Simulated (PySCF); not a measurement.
Input of a run (PBE0-D3(BJ)/def2-SVP geometry optimisation, gas phase (PySCF 2.14.0)), started from a GFN2-xTB structure with every atom displaced at random (by about 0.01 Å):
```
{"job": {"xc": "PBE0", "basis": "def2-SVP", "d3": "d3bj", "grid": 1, "shake": 0.01, "kind": "geom"}, "charge": 0, "multiplicity": 1}
O      1.668550    -0.563820     0.608690
Si     0.667690     0.554600    -0.081250
C     -1.082970    -0.215230    -0.372980
F     -1.517210    -0.700690     0.835540
H      1.354730    -1.099130     1.315490
H      0.492410     1.728850     0.783780
H      1.308750     0.830540    -1.363290
H     -1.028860    -1.059620    -1.053450
H     -1.805280     0.507350    -0.706260
```

Output (energies in Eh, forces in Eh/bohr):
```
step   0  E = -505.08827126  max force = 0.025497
step   1  E = -505.09192245  max force = 0.005460
step   2  E = -505.09215198  max force = 0.002026
step   3  E = -505.09218743  max force = 0.000834
step   4  E = -505.09219781  max force = 0.000492
step   5  E = -505.09220568  max force = 0.000659
step   6  E = -505.09221523  max force = 0.001016
step   7  E = -505.09222404  max force = 0.000973
step   8  E = -505.09223623  max force = 0.000827
step   9  E = -505.09225458  max force = 0.000873
step  10  E = -505.09227404  max force = 0.000923
step  11  E = -505.09228786  max force = 0.000840
step  12  E = -505.09229451  max force = 0.000443
optimisation converged
```

**Question.** Summarise the run.

**Answer.** The energy falls by 10.6 kJ/mol over 13 energy and gradient evaluations, the largest force component goes from 0.0255 to 4.4e-04 Eh/bohr, and the atoms move by 0.107 Å rms after alignment. The bond that changes most is Si2–C3 (oxygen-bound silicon to sp3 C–F carbon), which shortens by 0.040 Å. Bonds longer at the end by more than 0.005 Å: 7 of 8; shorter: 1. Among the angles that change most is H6–Si2–H7, from 114.7° to 110.7°. Among the dihedrals that turn most is H5–O1–Si2–H7, from -161° to 178°. The energy never rose by more than 1e-6 Eh on the way. The first step brought 91 % of the lowering.

**Question.** What are the final bond lengths?

**Answer.** O1–Si2 1.664 Å, Si2–C3 1.895 Å, C3–F4 1.387 Å, O1–H5 0.961 Å, Si2–H6 1.495 Å, Si2–H7 1.489 Å, C3–H8 1.105 Å, C3–H9 1.106 Å. Numbering counts from 1 in the input's order; the species is `[SiH2](O)CF`.

The run used 85 basis functions and 77 SCF cycles in all.

PBE0-D3(BJ)/def2-SVP frequencies: not computed here. The numbers are those of one conformer.
